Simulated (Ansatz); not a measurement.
Basis-set extrapolation for CH$_{7}$AlOSi$_{2}$, SMILES `[CH2]1[AlH][O][SiH2][SiH2]1` (PBE0-D4/def2-TZVP geometry, frozen core, the Gaussian-basis code of Ansatz). Multiplicity 1, RHF reference.

```json
{"": "HF", "def2-TZVPP": "-936.773237", "def2-QZVPP": "-936.804177"}
{"": "MP2 correlation", "def2-TZVPP": "-0.726515", "def2-QZVPP": "-0.780566"}
{"": "CCSD(T) correlation", "def2-TZVPP": "-0.810464", "def2-QZVPP": "not run"}
```

Energies in hartree. Use E(X) = E(∞) + A·exp(−7.88·√X) for Hartree–Fock and E(X) = E(∞) + B·X^(−2.97) for correlation, with X = 3 and 4, and add CCSD(T) minus MP2 of the smaller set to the MP2 limit.

What is the CCSD(T) energy at the basis-set limit?

HF limit: -936.804177 + (-0.030940) × 0.13774 = -936.80844. MP2 limit: -0.780566 + (-0.054051) × 0.74074 = -0.82060. Higher-order term: -0.810464 − (-0.726515) = -0.08395. Total: -937.71299 hartree, 3.52 eV below CCSD(T)/def2-TZVPP.
